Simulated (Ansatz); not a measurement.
Consider the formal exchange of groups at the Al–C bond: `[CH3][AlH][S]C` + `O[CH](Cl)[GeH3]` → `C[S][AlH][GeH3]` + `CC(O)Cl`.

Isolated molecules relaxed with PBE0-D4/def2-TZVP in Ansatz; ΔE leaves out vibrations. CCSD(T)/CBS is the MP2 limit (def2-TZVPP, def2-QZVPP) plus CCSD(T) − MP2 in def2-TZVPP, frozen cores. DFT in def2-TZVPP. B3LYP here is the variant with VWN-RPA as its local correlation; programs differ in this. For Ge outer-core shells are correlated without core-valence functions, which leaves a few kJ/mol of doubt a bond. Scalar relativity is left out up to krypton. Each species was taken in one conformer, which may not be the lowest.

| level | ΔE (kJ/mol) | difference from CCSD(T)/CBS |
| --- | --- | --- |
| r2SCAN-D4 | -39.6 | -3.7 |
| PBE0-D4 | -44.5 | -8.6 |
| B3LYP-D4 | -36.8 | -0.9 |
| ωB97X-V | -36.2 | -0.3 |
| B2PLYP | -35.2 | 0.7 |
| PBE0 | -44.8 | -8.9 |
| MP2/def2-TZVPP | -31.3 | 4.6 |
| CCSD(T)/def2-TZVPP | -37.2 | -1.3 |
| HF/def2-QZVPP | -40.0 | -4.1 |
| HF/CBS(def2) | -39.9 | -4.0 |
| CCSD(T)/CBS | -35.9 | 0 |

Largest T1 diagnostic among the species: 0.012.

In def2-TZVPP, CCSD(T) changes the Hartree–Fock value by +3.5 kJ/mol (the triples alone add +0.3 kJ/mol) and MP2 by +9.4 kJ/mol.
